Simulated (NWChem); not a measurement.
System meant: C$_{2}$F$_{3}$ cation

The following NWChem deck was run.

```
start job
memory heap 200 mb stack 700 mb global 900 mb
charge 1
geometry units angstroms noautoz
  F     -0.210594     1.941662     0.000000
  C      0.440695     0.886379     0.000000
  C     -0.070705    -0.458453     0.000000
  F     -0.052499    -1.119789     1.084315
  F     -0.052499    -1.119789    -1.084315
end
basis spherical
  * library def2-svp
end
dft
  odft
  mult 2
  xc b3lyp
  iterations 150
  mulliken
end
task dft energy
```

End of the output:

```
 Summary of "ao basis" -> "" (spherical)
 ------------------------------------------------------------------------------
       Tag                 Description            Shells   Functions and Types
 ---------------- ------------------------------  ------  ---------------------
 *                          def2-svp                  on all atoms

                                 NWChem DFT Module
                                 -----------------

 Summary of "ao basis" -> "ao basis" (spherical)
 ------------------------------------------------------------------------------
       Tag                 Description            Shells   Functions and Types
 ---------------- ------------------------------  ------  ---------------------
 F                          def2-svp                 6       14   3s2p1d
 C                          def2-svp                 6       14   3s2p1d

 Summary of "ao basis" -> "ao basis" (spherical)
 ------------------------------------------------------------------------------
       Tag                 Description            Shells   Functions and Types
 ---------------- ------------------------------  ------  ---------------------
 F                          def2-svp                 6       14   3s2p1d
 C                          def2-svp                 6       14   3s2p1d

      Symmetry analysis of basis
      --------------------------

        a'         44
        a"         26

  number of electrons :                   38
  multiplicity        :                    2
 ------------------------------------------------------------------------
  no. of electrons and multiplicity not compatible                  38
 ------------------------------------------------------------------------
 ------------------------------------------------------------------------
  current input line :
    21: task dft energy
 ------------------------------------------------------------------------
 ------------------------------------------------------------------------
 There is an error in the input file
 ------------------------------------------------------------------------
 For more information see the NWChem manual at https://nwchemgit.github.io

0: no. of electrons and multiplicity not compatible:Received an Error in Communication
```

Q: What is wrong, and how is it mended?

A: The input was rejected before any calculation. Cause: the multiplicity doesn't fit the number of electrons (an even count wants an odd multiplicity, and the reverse). This input runs:
```
start job
memory heap 200 mb stack 700 mb global 900 mb
charge 1
geometry units angstroms noautoz
  F     -0.210594     1.941662     0.000000
  C      0.440695     0.886379     0.000000
  C     -0.070705    -0.458453     0.000000
  F     -0.052499    -1.119789     1.084315
  F     -0.052499    -1.119789    -1.084315
end
basis spherical
  F library def2-svp
  C library def2-svp
end
dft
  xc b3lyp
  iterations 150
  mulliken
end
task dft energy
```
It converges to -374.93483 Ha (B3LYP/def2-SVP).
